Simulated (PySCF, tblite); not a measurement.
Isomers of C4H10ClFSi2, one GFN2-xTB conformer each. Single-point energies are computed at PBE0/pcSseg-1 (PySCF, gas phase, no added dispersion term), electronic only.

| SMILES | GFN2-xTB relative energy (kJ/mol) |
| --- | --- |
| C=C[SiH2][SiH2][C@@H](Cl)CF | 167.5 |
| F[C@@H]([SiH3])[Si@@H](Cl)C1CC1 | 4.1 |
| C=C[SiH2][C@@H](F)[SiH2]CCl | 192.3 |
| C[C@@H]1[SiH2]C[Si@H]1[C@@H](F)Cl | 144.0 |
| CC[Si@H](Cl)/C(F)=C/[SiH3] | 0.0 |

Conformers: `[CH2:1]=[CH:2][SiH2:3][SiH2:4][C@@H:5]([Cl:6])[CH2:7][F:8]` with C1–C2–Si3–Si4 91°, C2–Si3–Si4–C5 -53°, Si3–Si4–C5–Cl6 175°, Si4–C5–C7–F8 61°; `[F:1][C@@H:2]([SiH3:3])[Si@@H:4]([Cl:5])[CH:6]1[CH2:7][CH2:8]1` with F1–C2–Si4–Cl5 66°, C2–Si4–C6–C7 85°; `[CH2:1]=[CH:2][SiH2:3][C@@H:4]([F:5])[SiH2:6][CH2:7][Cl:8]` with C1–C2–Si3–C4 3°, C2–Si3–C4–F5 176°, Si3–C4–Si6–C7 -131°, C4–Si6–C7–Cl8 -179°; `[CH3:1][C@@H:2]1[SiH2:3][CH2:4][Si@H:5]1[C@@H:6]([F:7])[Cl:8]` with C4–Si5–C6–F7 46°, C1–C2–Si3–C4 -113°, C2–Si3–C4–Si5 -6°, Si3–C4–Si5–C6 -105°, C1–C2–Si5–C4 113°; `[CH3:1][CH2:2][Si@H:3]([Cl:4])/[C:5]([F:6])=[CH:7]/[SiH3:8]` with C1–C2–Si3–Cl4 -58°, C2–Si3–C5–F6 -168°.

**Question.** What does PBE0/pcSseg-1 give for the same structures?

**Answer.** 
```
                           SMILES  PBE0/pcSseg-1 E (Eh)  PBE0/pcSseg-1 (kJ/mol)  GFN2-xTB (kJ/mol)  point group
       CC[Si@H](Cl)/C(F)=C/[SiH3]           -1296.75029                     0.0                0.0           C1
  F[C@@H]([SiH3])[Si@@H](Cl)C1CC1           -1296.72877                    56.5                4.1           C1
C[C@@H]1[SiH2]C[Si@H]1[C@@H](F)Cl           -1296.71502                    92.6              144.0           C1
      C=C[SiH2][SiH2][C@@H](Cl)CF           -1296.68591                   169.0              167.5           C1
      C=C[SiH2][C@@H](F)[SiH2]CCl           -1296.67573                   195.8              192.3           C1
```

Both levels put the same isomer lowest; measured from each level's own lowest isomer, the values differ by up to 52.4 kJ/mol (F[C@@H]([SiH3])[Si@@H](Cl)C1CC1: 4.1 against 56.5). 

**Question.** Which frontier levels, dipoles and rotational constants go with these structures?

**Answer.** 
```
                           SMILES  HOMO (eV, PBE0/pcSseg-1)  LUMO (eV)  dipole (D)       A, B, C (MHz)
       CC[Si@H](Cl)/C(F)=C/[SiH3]                     -7.88      -1.07        2.69  1874, 568.1, 484.5
  F[C@@H]([SiH3])[Si@@H](Cl)C1CC1                     -7.99       0.17        3.19  1217, 958.5, 566.9
C[C@@H]1[SiH2]C[Si@H]1[C@@H](F)Cl                     -7.71      -0.21        2.11  1841, 776.0, 660.6
      C=C[SiH2][SiH2][C@@H](Cl)CF                     -7.67      -0.70        0.86  1681, 658.6, 587.2
      C=C[SiH2][C@@H](F)[SiH2]CCl                     -7.89      -0.66        2.63  2114, 503.7, 429.9
```

**Question.** What happens when harmonic zero-point energies from GFN2-xTB frequencies are added?

**Answer.** 
```csv
SMILES,ZPE (kJ/mol),electronic (kJ/mol),with ZPE (kJ/mol)
CC[Si@H](Cl)/C(F)=C/[SiH3],322.2,0.0,0.0
F[C@@H]([SiH3])[Si@@H](Cl)C1CC1,325.2,56.5,59.5
C[C@@H]1[SiH2]C[Si@H]1[C@@H](F)Cl,329.5,92.6,99.9
C=C[SiH2][SiH2][C@@H](Cl)CF,319.5,169.0,166.3
C=C[SiH2][C@@H](F)[SiH2]CCl,316.1,195.8,189.7
```

The zero-point energies span 13.4 kJ/mol. The order is unchanged.
